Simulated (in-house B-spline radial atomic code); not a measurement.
The numbers below are computed, except where a source is named.
## Correlation energy from the adiabatic connection: −Z/r, Z = 2.75

Two electrons in a singlet, external potential −Z/r, Z = 2.75 (atomic units). Full CI in B-splines (partial waves to l = 8, correlation up to 0.6 % small) with the density held fixed gives W(λ) = <V_ee>_λ − U, and E_c is the integral of W(λ) − W(0) from 0 to 1.

```
   λ  W(λ) − W(0) (hartree)
   0                0.00000
0.02               -0.00189
0.05               -0.00471
0.12               -0.01119
0.25               -0.02287
 0.4               -0.03579
 0.6               -0.05216
 0.8               -0.06763
   1               -0.08226
```

Integrate the table by the trapezoid rule.

The strips give -0.00002, -0.00010, -0.00056, -0.00221, -0.00440, -0.00879, -0.01198, -0.01499, which sum to -0.04305 hartree. The direct value, W(1) − W(0) + T_c with T_c = 0.03915, is -0.04310; the curve is convex, so chords lie above it and the trapezoids fall short in size by 0.13 %.

Now use only three numbers: W(0) = -1.4945, the initial slope W'(0) = -0.09498 (extrapolated from the first points) and the strong-coupling limit of the point-charge-plus-continuum model, W∞ = -2.1279. What do second-order theory and the interpolation W(λ) = W∞ + (W(0) − W∞)/√(1 + 2χλ) of Seidl, Perdew and Levy give?

Second order keeps the slope alone: E_c = W'(0)/2 = -0.04749, +10 % in size against -0.04310. Matching the slope fixes χ = W'(0)/(W∞ − W(0)) = -0.09498/(-0.63340) = 0.14995. Integrating, with s = √(1 + 2χ) = 1.140134, E_c = −(W(0) − W∞)(s − 1)/(s + 1) = −0.63340 × 0.140134/2.140134 = -0.04147 hartree, -3.8 % in size against the full result. At λ = 1 the formula gives W − W(0) = -0.07785 against -0.08226. Part of the miss can come from the model's W∞.
